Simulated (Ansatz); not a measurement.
Species: diisocyanatosilane, C2H2N2O2Si, net charge 0, singlet state. 
Geometry from a B3LYP-D3(BJ)/def2-TZVP (Ansatz, a quantum-chemistry and plane-wave program) optimisation:
```
Si
N 1 1.7035
C 2 1.1949 1 165.98
O 3 1.1660 1 173.25 2 179.73
N 1 1.7035 2 110.34 3 22.25
C 5 1.1949 1 165.98 2 22.25
O 6 1.1660 1 173.25 2 21.29
H 1 1.4701 2 108.42 3 141.39
H 1 1.4701 8 111.91 2 -120.10
```

Basis-set convergence of Hartree-Fock and CCSD(T) correlation energies (hartree) with Ansatz. Correlated levels leave the core frozen unless marked. Spin-orbit coupling is left out. Non-relativistic.

| basis | functions | E(HF) | E(corr, CCSD(T)) |
|---|---|---|---|
| aug-cc-pV(D+d)Z | 188 | -624.61229 | -1.10898 |
| aug-cc-pV(T+d)Z | 377 | -624.71488 | -1.32777 |
| aug-cc-pV(Q+d)Z | 661 | -624.73950 | -1.39893 |

Extrapolating the two largest sets (X = 3 and 4) as X^-3: E(corr) = (64·(-1.39893) - 27·(-1.32777))/37 = -1.4509 Eh, an estimate of the basis-set limit. The largest set recovers 96.4 % of it, the smallest 76.4 %.
